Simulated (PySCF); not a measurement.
CH6F2Si3, SMILES [Si@H]1(F)C[Si@@H](F)[SiH2]1. Atoms are numbered in the order given.

```xyz
12

F     -1.0399    -0.9249    -1.8305
Si     0.3215    -0.1184    -1.4317
C      1.1847    -1.0015     0.0000
Si     0.3215    -0.1184     1.4317
F     -1.0399    -0.9249     1.8305
Si    -0.1757     1.6898     0.0000
H      1.1232     0.0265    -2.6820
H      2.2484    -0.6944     0.0000
H      1.1516    -2.1030     0.0000
H      1.1232     0.0265     2.6820
H     -1.5095     2.3560     0.0000
H      0.9288     2.7025     0.0000
```

The structure is a stationary point at PBE0-D3(BJ)/def2-SVP. The structure was generated by enumeration; whether it is a known compound was not checked.

All values below come from PBE0/def2-TZVP in PySCF.

ESP charges are fitted to the potential on shells at 1.4 to 2.0 van der Waals radii. Atomic charges (e):

| atom | Löwdin | meta-Löwdin | ESP fit | Mulliken |
|---|---|---|---|---|
| F1 | -0.02 | -0.50 | -0.28 | -0.32 |
| Si2 | 0.10 | 0.86 | 0.58 | … |
| C3 | -0.48 | -0.73 | -0.58 | -0.48 |
| Si4 | 0.10 | 0.86 | 0.58 | … |
| F5 | -0.02 | -0.50 | -0.28 | -0.32 |
| Si6 | 0.10 | 0.01 | -0.21 | -0.10 |
| H7 | -0.04 | -0.10 | -0.11 | -0.03 |
| H8 | 0.16 | 0.15 | 0.15 | … |
| H9 | 0.15 | 0.15 | 0.19 | … |
| H10 | -0.04 | -0.10 | -0.11 | -0.03 |
| H11 | -0.02 | -0.04 | 0.05 | … |
| H12 | -0.02 | -0.05 | 0.00 | … |

Q: Complete the blanks. (An estimate is asked for; the answer gives what the named calculation found.)

A: 
- Si2, Mulliken: 0.48
- Si4, Mulliken: 0.48
- H8, Mulliken: 0.15
- H9, Mulliken: 0.15
- H11, Mulliken: 0.01
- H12, Mulliken: 0.00

Computed Mayer and Wiberg (Löwdin basis) orders of the bonds:
```tsv
bond	Mayer	Wiberg
F1–Si2	1.07	1.67
Si2–C3	0.97	1.15
C3–Si4	0.97	1.15
Si4–F5	1.07	1.67
Si2–Si6	0.94	1.05
Si4–Si6	0.94	1.05
Si2–H7	0.92	0.92
C3–H8	0.90	0.82
C3–H9	0.92	0.86
Si4–H10	0.92	0.92
Si6–H11	0.94	0.95
Si6–H12	0.92	0.93
```
